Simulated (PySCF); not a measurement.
**A search over the determinants of BeSb⁻**

Unrestricted PBE0; basis Be aug-cc-pVDZ, Sb aug-cc-pVDZ-PP with ECP28; scalar-relativistic core potentials; PySCF 2.14. Outer shells of the fragments: Be 2s2; Sb− 4d10 5s2 5p4.

Followed along the bond (rough minima from three points):

| 2Ms+1 | unpaired | ⟨S²⟩ at the start | R at minimum (Å) | Te (eV) |
| --- | --- | --- | --- | --- |
| 3 | σ ↑, π ↑ | 2.01 | 2.29 | 0.00 |
| 1 | σ ↑, π ↓ | 1.02 | 2.28 | 0.06 |
| 1 | none | 0.00 | 2.16 | 0.34 |

Solutions found at the starting distance of 2.425 Å, counted from the lowest of them; the search is not exhaustive and high or unbound solutions are not listed, so other states can lie among these:

```
2Ms+1  unpaired   term  E (eV)  ⟨S²⟩  ⟨Lz²⟩  μ (D)
    3  σ ↑, π ↑     ³Π    0.00  2.01   1.02   3.39
    1  σ ↑, π ↓  mixed    0.06  1.02   1.01   3.34
    1      none    ¹Σ⁺    0.58  0.00   0.00   1.10
```

A term symbol is given only where ⟨S²⟩ and ⟨Lz²⟩ are close to those of a pure state; real π, δ and φ orbitals otherwise mix terms. A positive dipole points towards Sb; it is taken about the centre of mass and depends on that origin.

Spin–orbit coupling is left out.
